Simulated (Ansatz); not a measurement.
`[SiH3][CH2][SnH2][SH]` and `O[CH2][SnH2][SH]` differ in one atom or group.

Ansatz, PBE0-D4/def2-TZVP geometries, multiplicity 1. Each molecule was computed in one conformer, which needn't be the lowest.

Elements past krypton have def2 core potentials.

| property | `[SiH3][CH2][SnH2][SH]` |
| --- | --- |
| HOMO energy (PBE0/def2-TZVPP) / eV | -7.19 |
| LUMO energy (B3LYP/def2-TZVPP) / eV | -0.66 |
| size of the dipole moment (ωB97M-V/def2-TZVPP) / D | 2.20 |
| HOMO energy (ωB97M-V/def2-TZVPP) / eV | -9.37 |
| LUMO energy (PBE0/def2-TZVPP) / eV | -0.39 |
| HOMO–LUMO gap (ωB97M-V/def2-TZVPP) / eV | 10.54 |

Question: What does the change do to each property? (An estimate is asked.)

Answer: Ansatz gave: 
```tsv
property	`O[CH2][SnH2][SH]`	shift
HOMO energy (PBE0/def2-TZVPP) / eV	-7.19	0.00
LUMO energy (B3LYP/def2-TZVPP) / eV	-0.85	-0.19
size of the dipole moment (ωB97M-V/def2-TZVPP) / D	1.71	-0.49
HOMO energy (ωB97M-V/def2-TZVPP) / eV	-9.37	0.00
LUMO energy (PBE0/def2-TZVPP) / eV	-0.60	-0.21
HOMO–LUMO gap (ωB97M-V/def2-TZVPP) / eV	10.27	-0.27
```

Dipoles are sizes alone; their direction can turn.

B3LYP here is the variant with VWN-RPA as its local correlation; programs differ in this.
